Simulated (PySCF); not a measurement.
Electron correlation in Cl²⁺ (chlorine, charge +2)

[Ne] 3s2 3p3, high-spin 4S determinant. All numbers are calculated (PySCF 2.14, no relativity, point nucleus, in dyall-av3z (19s12p3d2f, 84 functions)). Frozen: [Ne]; 5 electrons correlated; the 26 highest virtual orbitals of each spin left out.

| level | correlation energy (mhartree) |
| --- | --- |
| CCSD | -117.79 |
| (T) | -3.30 |
| CCSD(T) | -121.09 |

Diagnostics: T1 = 0.0031, D1 = 0.0084, largest double amplitude 0.052.

Q: Is a single reference adequate?

A: Yes: T1 lies below 0.03 and no double amplitude reaches 0.07.
